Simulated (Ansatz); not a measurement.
Program: Ansatz. Geometries: PBE0-D4/def2-TZVP. ΔE: electronic, gas phase. CBS: MP2 limit from def2 TZ/QZ plus the TZ coupled-cluster correction, frozen cores. This one scheme is used for every species. Functionals use def2-TZVPP. B3LYP here is the variant with VWN-RPA as its local correlation; programs differ in this. For Br outer-core shells are correlated without core-valence functions, which leaves a few kJ/mol of doubt a bond. Scalar relativity is left out up to krypton. One conformer a species, not always the lowest.

Reaction (cleavage of the Al–Si bond): `[CH3][Al]([NH2])[SiH2]F` + HBr → `[CH3][Al]([NH2])[Br]` + `F[SiH3]`

Is it downhill or uphill in electronic energy at CCSD(T)/CBS, and by how much? (Best estimate.)

Computed: Downhill: ΔE = -180.8 kJ/mol.

What do these levels give: PBE-D4, r2SCAN-D4, B3LYP-D4, ωB97X-V, B2PLYP, PBE, MP2/def2-TZVPP, SCS-MP2/def2-TZVPP, CCSD(T)/def2-TZVPP, HF/CBS(def2), MP2/CBS(def2), CCSD/CBS(def2)? (Estimate.)

Computed: PBE-D4 -156.7, r2SCAN-D4 -177.8, B3LYP-D4 -174.0, ωB97X-V -176.5, B2PLYP -182.1, PBE -157.5, MP2/def2-TZVPP -191.9, SCS-MP2/def2-TZVPP -189.6, CCSD(T)/def2-TZVPP -178.3, HF/CBS(def2) -201.7, MP2/CBS(def2) -194.3, CCSD/CBS(def2) -183.2 kJ/mol.

Largest T1 diagnostic among the species: 0.012.

From PBE to PBE0 (25 % exact exchange), in def2-TZVPP and without D4, ΔE moves by −10.9 kJ/mol. In def2-TZVPP, CCSD(T) changes the Hartree–Fock value by +23.8 kJ/mol (the triples alone add +2.4 kJ/mol) and MP2 by +10.3 kJ/mol.
